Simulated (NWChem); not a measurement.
# WOF₄; SMILES [O]=[W]([F])([F])([F])[F]

```xyz
6

W      0.0001    -0.0614     0.0000
O     -0.0100    -1.7599    -0.0066
F      0.0021     1.8587     0.0013
F      0.5863     0.0635     1.7311
F      1.2115     0.0689    -1.3681
F     -1.7915     0.0778    -0.3587
```
Atoms are numbered in this order, from 1.

Results from NWChem. Medium grid unless said otherwise, to which SCAN and Minnesota functionals are sensitive. All runs use the structure optimised with PBE0/def2-SVP. Not confirmed as a minimum by frequencies. def2 effective core potentials on W; no spin-orbit coupling. B3LYP is NWChem's, with the RPA form of VWN correlation.

### Question
Order these by “orbital gap (eV)”, lowest first: PBE/def2-SVP; B3PW91/def2-SVP; MPW1K/def2-SVP.

### Answer
PBE/def2-SVP (4.84), B3PW91/def2-SVP (6.93), MPW1K/def2-SVP (9.40)
